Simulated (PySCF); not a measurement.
Can point charges reproduce the dipole moment of `C=C1[C@@H](C[SiH3])CS[Si@@H]1O`?

Coordinates (GFN2-xTB, Å) and charges (e) from the PBE0/pcSseg-1 density (PySCF):

```
atom       x       y       z  Mulliken      IAO  Hirshfeld  ESP-fitted
  C1  -1.504  -1.794   0.785   -0.0528  -0.2956    -0.0909     -0.3805
  C2  -1.078  -0.650   0.271   -0.5277  -0.2829    -0.0902     -0.1485
  C3   0.294  -0.089   0.525   -0.2707  -0.0985    -0.0286     -0.0646
  C4   1.181  -0.365  -0.695   -0.4528  -0.5333    -0.1581     -0.1316
 Si5   3.042  -0.096  -0.397   +0.5017  +0.5950    +0.3162     +0.3629
  C6   0.167   1.406   0.798   -0.2254  -0.3260    -0.0700     -0.2461
  S7  -0.915   2.242  -0.428   -0.3126  -0.2328    -0.1128     -0.3338
 Si8  -2.082   0.484  -0.850   +0.9622  +1.0353    +0.3800     +0.7472
  O9  -3.661   0.618  -0.506   -0.5359  -0.7779    -0.3031     -0.6632
 H10  -0.893  -2.395   1.443   +0.1073  +0.1442    +0.0472     +0.1763
 H11  -2.485  -2.179   0.561   +0.1121  +0.1502    +0.0473     +0.1675
 H12   0.738  -0.561   1.410   +0.1234  +0.1346    +0.0411     +0.1073
 H13   0.837   0.257  -1.524   +0.1628  +0.1500    +0.0306     +0.0230
 H14   1.021  -1.401  -1.004   +0.1552  +0.1524    +0.0381     +0.0711
 H15   3.771  -0.610  -1.557   -0.0801  -0.1124    -0.0756     -0.0976
 H16   3.360   1.320  -0.210   -0.0808  -0.1213    -0.0756     -0.0954
 H17   3.429  -0.836   0.808   -0.0868  -0.1232    -0.0795     -0.1149
 H18   1.130   1.909   0.752   +0.1644  +0.1556    +0.0410     +0.1764
 H19  -0.274   1.581   1.780   +0.1592  +0.1522    +0.0371     +0.1307
 H20  -2.102   0.178  -2.267   -0.0730  -0.1366    -0.0747     -0.1014
 H21  -3.983   1.001   0.307   +0.2502  +0.3711    +0.1799     +0.4155
```

Task: Form Σ q r in debye for every column and set it beside the full dipole.

Result: The full density gives (0.13, -1.51, 1.96) D, 2.48 D in size; dipole vectors point from the negative to the positive end.

```
    scheme    μx     μy     μz  size (D)  share of the full size (%)  angle to the full dipole (°)
  Mulliken  0.99  -1.12  -0.46      1.57                          63                            76
       IAO  1.53  -0.61   0.67      1.78                          72                            57
 Hirshfeld  0.05  -0.34   0.74      0.82                          33                            13
ESP-fitted  0.17  -1.51   2.00      2.51                         101                             1
```

Task: Which set comes closest?

Result: Length of the difference vector: ESP-fitted 0.05 D, Hirshfeld 1.69 D, IAO 2.11 D, Mulliken 2.60 D. Closest: ESP-fitted. The schemes that divide the density aren't constrained to reproduce the dipole.

Task: What is left for the Hirshfeld atoms' own dipoles?

Result: The shares of the density sum to the whole, so what Σ q r misses lies in dipoles about the nuclei. The atomic dipoles sum to (0.13, -1.51, 1.96) − (0.05, -0.34, 0.74) = (0.08, -1.17, 1.22) D, 1.69 D in size.

Task: With the origin at the mean of the coordinates, (0.000, 0.001, 0.000) Å, which are the largest single terms, by size, of the IAO dipole along the direction of the full one?

Result: Si8 -5.35, O9 +3.62, C1 -2.32, S7 +1.96, H10 +1.77 D; all 21 atoms together +0.98 D. The single terms depend on the origin, their sum doesn't.

Task: Give the size of the full dipole in other units.

Result: 2.48 D = 0.976 au = 0.516 e·Å = 8.27 × 10⁻³⁰ C·m.

One conformer (not necessarily the lowest) at the GFN2-xTB geometry, without solvent, vibrations or thermal averaging.
